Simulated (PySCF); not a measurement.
CH₆ClNO₂Si, SMILES NC[Si](O)(O)Cl. Atoms are numbered in the order given.

```xyz
12

N      2.0246    -0.3975    -1.3664
C      1.0102    -1.2128    -0.6813
Si    -0.1385    -0.2179     0.4272
O      0.8582     0.5507     1.5181
O     -1.3244    -1.0390     1.2759
Cl    -1.1083     1.1955    -0.8004
H      1.5519     0.3348    -1.9149
H      2.5751     0.1123    -0.6619
H      1.5121    -1.9908    -0.0648
H      0.4131    -1.7742    -1.4324
H      0.4090     1.1128     2.1734
H     -2.1850    -1.1022     0.8263
```

Geometry optimised at PBE-D3(BJ)/def2-SVP. The structure was generated by enumeration, and PubChem lists no compound with its InChIKey, so it may never have been made. Other conformers were not sampled.

Computed with PySCF 2.14.0 with PBE-D3(BJ)/def2-SVP.

Frequencies are harmonic and unscaled.

Estimate the vibrational spectrum. (The exact figures need the calculation; the answer reports its results.)


```tsv
mode	ν (cm⁻¹)	IR (km/mol)	moving atoms (share of kinetic energy)
1	66	0.7	N 39 %, H 24 %, Cl 15 %, O 15 %
2	113	8.8	O 34 %, N 29 %, Cl 16 %, H 14 %
3	144	56.6	H 69 %, O 20 %
4	178	17.6	H 48 %, O 19 %, C 8 %, Si 8 %, Cl 8 %, N 8 %
5	207	23.4	O 38 %, H 32 %, Cl 13 %, C 9 %
6	247	43.7	H 53 %, O 27 %, Cl 12 %
7	277	31.7	O 44 %, Cl 15 %, Si 14 %, H 13 %, C 9 %
8	323	83.0	H 57 %, O 24 %, N 9 %
9	337	22.7	H 78 %, O 8 %
10	376	21.0	O 33 %, Si 24 %, H 16 %, N 12 %, C 12 %
11	478	71.6	Cl 39 %, Si 32 %, O 12 %, C 9 %, H 8 %
12	684	51.7	C 41 %, Si 25 %, H 21 %, O 11 %
13	704	34.9	H 66 %, C 23 %
14	778	191.4	H 69 %, O 27 %
15	799	248.0	H 48 %, O 31 %, Si 15 %
16	871	320.8	H 53 %, N 18 %, Si 15 %, O 12 %
17	892	7.0	H 48 %, Si 20 %, O 16 %, N 11 %
18	936	92.5	Si 45 %, O 38 %, H 16 %
19	1058	16.8	H 97 %
20	1072	10.9	C 44 %, N 30 %, H 26 %
21	1226	0.9	H 73 %, C 24 %
22	1332	0.2	H 82 %, N 10 %
23	1367	5.9	H 93 %
24	1592	16.8	H 93 %
25	2967	14.3	H 95 %
26	3023	7.5	H 91 %, C 9 %
27	3395	0.7	H 96 %
28	3474	2.9	H 92 %, N 8 %
29	3765	84.7	H 94 %
30	3768	86.2	H 94 %
```
